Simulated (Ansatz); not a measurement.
System: sum formula SiHF2 (charge -1, singlet). It need not be the lowest isomer of its formula. Whether it binds its extra electron was not tested at this geometry. 
Coordinates optimised at B3LYP-D3(BJ)/def2-TZVP (Ansatz, a program for electronic structure):
```
Si
F 1 1.6939
F 1 1.6939 2 97.69
H 1 1.5773 2 95.35 3 96.15
```
Charge -1, spin multiplicity 1.

Basis-set convergence of Hartree-Fock and MP2 correlation energies (hartree) with Ansatz. Valence correlation only, unless marked. No spin-orbit coupling. No relativistic terms. This anion needs diffuse functions, which these sets lack.

```csv
basis,functions,E(HF),"E(corr, MP2)"
cc-pV(D+d)Z,56,-488.49210,-0.47094
cc-pV(T+d)Z,113,-488.58555,-0.63288
cc-pV(Q+d)Z,204,-488.61270,-0.69355
cc-pV(5+d)Z,337,___,___
```

Problem. Complete the blanks.

Solution. 
- cc-pV(5+d)Z, E(HF): -488.61915
- cc-pV(5+d)Z, E(corr, MP2): -0.71944
